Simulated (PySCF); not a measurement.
o-tolunitrile, C8H7N.
Cartesian coordinates in Å at the GFN2-xTB level; atoms count from 1:
```xyz
16
C8H7N angstrom
C      1.9766    0.8190    0.1355
C      0.5392    0.4155    0.0389
C     -0.4808    1.3531   -0.0161
C     -1.8075    0.9643   -0.1055
C     -2.1425   -0.3798   -0.1424
C     -1.1466   -1.3354   -0.0893
C      0.1882   -0.9418   -0.0003
C      1.1950   -1.9326    0.0531
N      2.0079   -2.7405    0.0958
H      2.0754    1.9015    0.1563
H      2.4276    0.4073    1.0382
H      2.5395    0.4301   -0.7131
H     -0.2321    2.4041    0.0127
H     -2.5836    1.7142   -0.1468
H     -3.1764   -0.6821   -0.2116
H     -1.3875   -2.3880   -0.1168
```

NICS is the negative of the GIAO shielding at a point without a nucleus: at the ring centre (0) and 1 Å above and below it (1); zz is the component along the ring normal. Level: GIAO PBE0/pcSseg-1 (PySCF, non-relativistic, gas phase) on the GFN2-xTB geometry, one conformer.

Ring bond lengths (Å), with Mayer bond orders in brackets: C2–C3 1.386 (1.44), C3–C4 1.385 (1.44), C4–C5 1.386 (1.43), C5–C6 1.381 (1.45), C6–C7 1.394 (1.39), C7–C2 1.403 (1.30).

Question: What do the NICS probes read (ppm)?

Answer: 
```json
{"ring": "C2–C3–C4–C5–C6–C7", "type": "6-membered carbocycle; formal bonds all aromatic", "NICS(0)": "-8.7", "NICS(1), two faces": "-11.2 / -11.2", "NICS(1)zz, two faces": "-27.3 / -27.4", "rms pucker (Å)": "0.00", "centre to ring atoms, mean (Å)": "1.39"}
```

Question: What can be read from them?

Answer: 
- C2–C3–C4–C5–C6–C7: mean NICS(1)zz -27.3 ppm, shielded. The ring is flat and has no four-coordinate atom; by the NICS criterion it is aromatic.

Question: And the bond-length index? HOMA takes Krygowski's 1993 parameters.

Answer: 
- C2–C3–C4–C5–C6–C7: HOMA 0.99 = 1 − EN − GEO, with mean bond length 1.389 Å, EN = α(Ropt − mean)² = 0.000 and GEO = α × variance = 0.013. The geometric and the magnetic index point the same way.

Question: At the first NICS(1) probe listed for ring C2–C3–C4–C5–C6–C7, 1 Å off the ring, what do the in-plane components average?

Answer: The isotropic value is a third of the trace: (3 × -11.2 − (-27.3))/2 = -3.1 ppm.

Question: How shielded are the nuclei of the rings and their hydrogens (means over atoms taken as equivalent)?

Answer: 
```csv
atoms,environment,σ isotropic (ppm)
C2,substituted aromatic carbon,36.7
C3,aromatic CH carbon,51.9
C4,aromatic CH carbon,48.9
C5,aromatic CH carbon,55.5
C6,aromatic CH carbon,46.3
C7,substituted aromatic carbon,69.5
H13,aromatic hydrogen,24.12
H14,aromatic hydrogen,23.99
H15,aromatic hydrogen,24.17
H16,aromatic hydrogen,23.76
```
